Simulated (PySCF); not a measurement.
A side-by-side comparison of computed properties.

First species: C2H11NO2Si3.
Geometry (GFN2-xTB, Å), atoms numbered from 1 in this order:
```
atom  x, y, z in Å
C1    -1.6422   -2.0691   -0.7964
C2    -1.5143   -0.9263   -1.4441
O3    -1.0188    0.2236   -0.9452
Si4   -0.3657    0.6446    0.4997
O5    -1.4349    0.5506    1.7366
Si6    0.3746    2.7515    0.0185
N7     0.8128   -0.5062    1.0337
Si8    2.1829   -1.0952    0.1629
H9    -2.0491   -2.9351   -1.2840
H10   -1.3351   -2.1647    0.2287
H11   -1.8150   -0.8106   -2.4803
H12   -2.2922    0.9600    1.6702
H13   -0.7169    3.7302   -0.1194
H14    1.1601    2.8533   -1.2151
H15    1.2241    3.2845    1.0918
H16    0.7898   -0.6974    2.0213
H17    2.6956   -2.2133    0.9560
H18    3.2014   -0.0448    0.0183
H19    1.7329   -1.5262   -1.1607
```

Second species: C₁₀H₇FSi.
SMILES with atom numbers: `[CH:1]#[C:2][c:3]1[cH:4][cH:5][cH:6][c:7]2[c:8]1[CH:9]=[C:10]([F:11])[SiH2:12]2` (hydrogens: H13 on C1; H14 on C4; H15 on C5; H16 on C6; H17 on C9; H18, H19 on Si12)

Structure used (GFN2-xTB), in Å, numbered top down from 1:
```xyz
19
C10H7FSi angstrom
C      3.4376   -1.2962    0.3455
C      2.4693   -0.5992    0.2079
C      1.3349    0.2307    0.0445
C      1.4998    1.6101   -0.1146
C      0.4036    2.4321   -0.2754
C     -0.8806    1.8971   -0.2802
C     -1.0705    0.5389   -0.1240
C      0.0445   -0.3050    0.0395
C     -0.2573   -1.7179    0.1948
C     -1.5609   -2.0147    0.1604
F     -2.0082   -3.2814    0.2895
Si    -2.6559   -0.4857   -0.0850
H      4.2820   -1.9071    0.4655
H      2.4987    2.0217   -0.1102
H      0.5445    3.4960   -0.3979
H     -1.7326    2.5493   -0.4064
H      0.5373   -2.4364    0.3244
H     -3.5133   -0.2137    1.0676
H     -3.3827   -0.5094   -1.3534
```

Levels: PBE0/pcSseg-1 for dipole moment, HOMO energy, LUMO energy and HOMO–LUMO gap; GFN2-xTB for rotational constant A and rotational constant C. Geometries: GFN2-xTB. Each species is one conformer at its optimised geometry, gas phase, non-relativistic unless stated. Electronic properties by PySCF.

Dipoles, sizes and rotational constants follow the conformer. The torsions of the flexible species, by atom-mapped SMILES:
- `[CH2:1]=[CH:2][O:3][Si@:4]([OH:5])([SiH3:6])[NH:7][SiH3:8]`: C1–C2–O3–Si4 3°, C2–O3–Si4–O5 -65°, O3–Si4–N7–Si8 53°, H–O5–Si4–O3 -50°

Values for the first species:

| Quantity | Value |
| --- | --- |
| Dipole moment | 1.11 D |
| HOMO energy | -7.05 eV |
| LUMO energy | -0.20 eV |
| HOMO–LUMO gap | 6.85 eV |
| Rotational constant A | 1.187 GHz |
| Rotational constant C | 0.729 GHz |

Q: Estimate the same properties for the second species, and the change in each.

A: 
```tsv
property	first	second	second less first
dipole moment	1.11 D	1.78 D	+0.67 D
HOMO energy	-7.05 eV	-6.53 eV	+0.52 eV
LUMO energy	-0.20 eV	-1.61 eV	-1.41 eV
HOMO–LUMO gap	6.85 eV	4.92 eV	-1.93 eV
rotational constant A	1.187 GHz	1.212 GHz	+0.025 GHz
rotational constant C	0.729 GHz	0.452 GHz	-0.277 GHz
```

On the first: The dipole equals about 3.7 × 10⁻³⁰ C·m (1 D = 3.33564 × 10⁻³⁰ C·m). GFN2-xTB frequencies show an imaginary mode (23i cm⁻¹), so this geometry is no minimum at that level.

On the second: The dipole matches unit charges of opposite sign 0.37 Å apart (1 e·Å = 4.8032 D).
